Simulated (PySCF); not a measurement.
# Frontier orbitals and the lowest excitations

Compound: p-benzoquinone, C6H4O2.
Z-matrix (Å and degrees, GFN2-xTB geometry), rows numbered from 1:
```
O 
C   1  1.2143
C   2  1.4766  1  122.18
C   3  1.3346  2  122.20  1   179.91
C   4  1.4766  3  122.19  2    -0.01
O   5  1.2143  4  122.20  3  -179.98
C   5  1.4765  4  115.60  3     0.06
C   7  1.3346  5  122.21  4    -0.02
H   3  1.0814  2  115.78  1    -0.08
H   4  1.0814  3  122.02  2   179.99
H   7  1.0813  5  115.76  4   179.96
H   8  1.0814  2  115.77  1     0.13
```

The calculation used PySCF, TDDFT PBE0/def2-SVPD, vertical, gas phase, core orbitals frozen in the response.

Kohn–Sham orbitals with the atoms that hold most of them (Löwdin shares over 4%, at most four atoms; ? is withheld):

```json
{"orbital": "LUMO+2", "ε (eV)": "-0.03", "atoms": "C2 20%, C5 20%, O1 13%, O6 13%"}
{"orbital": "LUMO+1", "ε (eV)": "-0.97", "atoms": "C4 19%, C8 19%, C3 19%, C7 19%"}
{"orbital": "LUMO", "ε (eV)": "-3.82", "atoms": "?"}
{"orbital": "HOMO", "ε (eV)": "-8.05", "atoms": "O1 28%, O6 28%, C2 8%, C5 8%"}
{"orbital": "HOMO-1", "ε (eV)": "-8.40", "atoms": "?"}
{"orbital": "HOMO-2", "ε (eV)": "-8.93", "atoms": "C4 21%, C3 21%, C8 21%, C7 21%"}
{"orbital": "HOMO-3", "ε (eV)": "-9.09", "atoms": "O6 20%, O1 20%, C8 11%, C7 11%"}
```

Give the leading atoms of the LUMO.

O6 (bonded to C) 18%; O1 (bonded to C) 18%; C5 (bonded to 2 C and O) 12%; C2 (bonded to 2 C and O) 12%. By element: oxygen 37%, carbon 24% or more.

Which atoms hold the HOMO-1, and with what shares?

O6 (bonded to C) 36%; O1 (bonded to C) 36%; C5 (bonded to 2 C and O) 5%; C2 (bonded to 2 C and O) 5%. By element: oxygen 71%, carbon 10% or more.

How does S1 compare with the orbital gap of 4.23 eV?

S1 is at 2.51 eV (f = 0.0000), 1.72 eV below the gap, made of HOMO→LUMO (98%). Without the coupling terms of the response equations the lowest excitation would equal the gap.

Give energy, strength and leading configuration of S1, S2, S3, S5 and S6, and follow the Löwdin shares of the leading atoms from the occupied to the empty orbital.

- S1 (2.51 eV, f 0.0000), HOMO→LUMO (98%): O1 28% → 18%, O6 28% → 18%
- S2 (2.81 eV, f 0.0000), HOMO-1→LUMO (98%): O6 36% → 18%, O1 36% → 18%
- S3 (3.92 eV, f 0.0000), HOMO-2→LUMO (99%): C4 21% → at most 13%, C3 21% → at most 13%, O6 at most 17% → 18%, O1 at most 17% → 18%
- S5 (5.65 eV, f 0.0008), HOMO→LUMO+1 (99%): O1 28% → at most 19%, O6 28% → at most 19%, C4 at most 8% → 19%, C8 at most 8% → 19%
- S6 (6.03 eV, f 0.0000), HOMO-1→LUMO+1 (98%): O6 36% → at most 19%, O1 36% → at most 19%, C4 at most 5% → 19%, C8 at most 5% → 19%

Löwdin shares depend on the basis, the more so with diffuse functions.
